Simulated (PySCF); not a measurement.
Species: C3H6BFO2.
Z-matrix (Å and degrees, PBE0-D3(BJ)/def2-SVP geometry), rows numbered from 1:
```
F 
C   1  1.3726
C   2  1.5144  1  108.44
C   3  1.5162  2  108.89  1   -65.33
O   4  1.4141  3  111.24  2   -52.12
B   5  1.3516  4  120.40  3    26.73
O   6  1.3727  5  122.60  4    -0.62
H   2  1.1021  1  107.24  3   122.23
H   3  1.1019  2  108.85  1   173.69
H   3  1.0999  2  109.63  1    55.93
H   4  1.1001  3  111.22  2  -172.41
H   4  1.1025  3  109.77  2    68.30
H   6  1.2031  5  119.24  4  -179.38
```

Level of theory: PBE0-D3(BJ)/def2-SVP geometry optimisation, gas phase (PySCF 2.14.0).

Take the most abundant isotopes and a rigid rotor. The values belong to one conformer with, in the numbering `[F:1][C@@H:2]1[CH2:3][CH2:4][O:5][BH:6][O:7]1`, F1–C2–C3–C4 -65°, C2–C3–C4–O5 -52°, C3–C4–O5–B6 27°, C4–O5–B6–O7 -1°.

Give the principal moments of inertia and the rotational constants in MHz.

Ia = 121.54, Ib = 173.49, Ic = 230.70 u·Å²; 505379 MHz·u·Å²/I gives A = 4158, B = 2913, C = 2191 MHz.

What kind of rotor is it?

An asymmetric top: κ = (2 × 2913 − 4158 − 2191)/(4158 − 2191) = -0.27.

Is it planar, by Δ = Ic − Ia − Ib?

Not planar: Δ = Ic − Ia − Ib = -64.32 u·Å². For a rigid frame Δ = −2 Σ m c², so Σ m c² = 32.16 u·Å² lies off the ab plane: 6.80 from hydrogen and 25.37 from heavier atoms. The atom farthest from that plane is 1.81 Å away.

Give the coordinates in the principal-axis frame, origin at the centre of mass.

The sense of each axis is arbitrary; atoms in the order of the calculation.
```
atom  mass (u)   a (Å)   b (Å)   c (Å)
  F1    18.998   1.642  -0.123  -0.766
  C2    12.000   1.039   0.096   0.448
  C3    12.000   0.188  -1.111   0.784
  C4    12.000  -0.940  -1.213  -0.224
  O5    15.995  -1.645   0.009  -0.329
  B6    11.009  -1.031   1.179  -0.047
  O7    15.995   0.278   1.249   0.360
  H8     1.008   1.840   0.274   1.183
  H9     1.008  -0.208  -0.994   1.806
 H10     1.008   0.809  -2.018   0.766
 H11     1.008  -1.659  -1.995   0.060
 H12     1.008  -0.532  -1.473  -1.215
 H13     1.008  -1.654   2.205  -0.132
```

List the rotational levels J(Ka,Kc) to J = 4 (cm⁻¹).

Above 0(0,0):
J = 1: 1(0,1) 0.1702, 1(1,1) 0.2118, 1(1,0) 0.2359
J = 2: 2(0,2) 0.5029, 2(1,2) 0.5282, 2(1,1) 0.6004, 2(2,1) 0.7251, 2(2,0) 0.7329
J = 3: 3(0,3) 0.9865, 3(1,3) 0.9984, 3(1,2) 1.1413, 3(2,2) 1.2358, 3(2,1) 1.2707, 3(3,1) 1.5080, 3(3,0) 1.5097
J = 4: 4(0,4) 1.6146, 4(1,4) 1.6193, 4(1,3) 1.8492, 4(2,3) 1.9105, 4(2,2) 1.9979, 4(3,2) 2.2008, 4(3,1) 2.2119, 4(4,1) 2.5660, 4(4,0) 2.5663

Which types of transition are allowed, and where do some lines up to J = 4 fall?

The dipole components are |μa| = 0.41 D, |μb| = 2.41 D, |μc| = 1.56 D. Intensities carry the squares of the components, which stand as 0.03 : 1.00 : 0.42 (a : b : c). Some lines, for components of 0.1 D or more:

```tsv
type	branch	J(Ka,Kc)	MHz	lower level (cm⁻¹)
a	Q	4(3,1) ← 4(3,2)	332	2.201
c	Q	3(1,3) ← 3(0,3)	357	0.986
c	Q	4(2,3) ← 4(1,3)	1837	1.849
b	Q	2(2,0) ← 2(1,1)	3971	0.600
a	Q	3(1,2) ← 3(1,3)	4284	0.998
b	Q	4(2,2) ← 4(1,3)	4458	1.849
c	Q	4(3,2) ← 4(2,2)	6083	1.998
b	Q	4(3,1) ← 4(2,2)	6416	1.998
c	Q	3(3,1) ← 3(2,1)	7114	1.271
b	Q	3(3,0) ← 3(2,1)	7165	1.271
b	Q	3(3,1) ← 3(2,2)	8161	1.236
a	R	2(1,2) ← 1(1,1)	9485	0.212
a	R	3(1,2) ← 2(1,1)	16214	0.600
a	R	4(1,4) ← 3(1,3)	18614	0.998
a	R	4(0,4) ← 3(0,3)	18831	0.986
c	R	3(2,1) ← 2(1,1)	20094	0.600
a	R	4(2,3) ← 3(2,2)	20227	1.236
a	R	4(1,3) ← 3(1,2)	21222	1.141
c	R	3(3,1) ← 2(2,1)	23472	0.725
c	R	4(3,1) ← 3(2,1)	28217	1.271
b	R	4(2,2) ← 3(1,3)	29964	0.998
c	R	4(4,1) ← 3(3,1)	31718	1.508
```

Estimate the classical rotational partition function at 10 K, 25 K and 200 K.

Point group C1, symmetry number σ = 1; q = (√π/σ)·√((kT/h)³/(ABC)), k/h = 20836.6 MHz/K: 1030 at 10 K, 4090 at 25 K, 92600 at 200 K.

Stationary, but not proved a minimum. Zero-point vibration and centrifugal distortion are left out. Quadrupole hyperfine structure (11B) is left out.
